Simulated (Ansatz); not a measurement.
Ansatz results at the PBE0-D4/def2-TZVP geometry: LUMO energy (B3LYP/def2-TZVPP) -0.92 eV; HOMO energy (PBE/def2-TZVPP) -6.13 eV; HOMO–LUMO gap (PBE0/def2-TZVPP) 6.51 eV.

Q: Which molecule gave them?
A. `C=NC(N)(O)F`
B. `C=C=C(F)CC`
C. `[SiH3]C1=C(Cl)C1`
D. `BN=C=N`

A: C. The others give `BN=C=N`: -1.68, -6.68, 6.51; `C=C=C(F)CC`: -0.56, -5.83, 6.74; `C=NC(N)(O)F`: -1.02, -6.42, 7.24.

B3LYP here is the variant with VWN-RPA as its local correlation; programs differ in this.
